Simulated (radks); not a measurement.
Results of a calculation; reference values are marked as such.
Excited configurations of the zinc ion Zn3+: one electron is placed in a higher orbital outside [Ar] 3d8. The ground configuration is [Ar] 3d9. Level of theory: scalar-relativistic Kohn-Sham, PBE, spin-unpolarised, spherical densities, finite nucleus; Fermi nuclear charge, rms radius 3.9283 fm (a radial shooting solver on a logarithmic mesh with Libxc functionals). Excitation = E - E(ground); binding = E(ion) - E, where the ion is the core of charge +4; n* = 4/sqrt(2 binding) in atomic units, and the quantum defect is n - n*.

| outer orbital | excitation (eV) | binding (eV) | n* | quantum defect | <r> (bohr) |
|---|---|---|---|---|---|
| 4s | 17.890 | 43.924 | 2.226 | 1.774 | 1.946 |
| 4d | 39.963 | 21.851 | 3.156 | 0.844 | 3.056 |
| 4f | 47.979 | 13.835 | 3.967 | 0.033 | 4.356 |
| 5p | 44.161 | 17.653 | 3.512 | 1.488 | 4.505 |
| 5d | 48.933 | 12.881 | 4.111 | 0.889 | 5.736 |
| 6s | 49.535 | 12.279 | 4.211 | 1.789 | 6.768 |
| 6d | 53.363 | 8.452 | 5.075 | 0.925 | 9.127 |
| 6f | 55.367 | 6.447 | 5.811 | 0.189 | 11.38 |
| 7s | 53.691 | 8.123 | 5.177 | 1.823 | 10.25 |
| 7d | 55.845 | 5.970 | 6.039 | 0.961 | 13.24 |

The Delta-SCF ionisation energy is 61.814 eV (NIST Atomic Spectra Database: 59.57 eV, measured). Self-interaction in the functional shifts the binding energies and quantum defects, so they are the method's values and not measured ones. Spin polarisation and multiplet splitting are left out, so open shells lie too high by an amount that depends on their filling.

Beside tabulated values, note that spin-unpolarised runs miss the spin-polarisation part of the exchange energy of open shells.
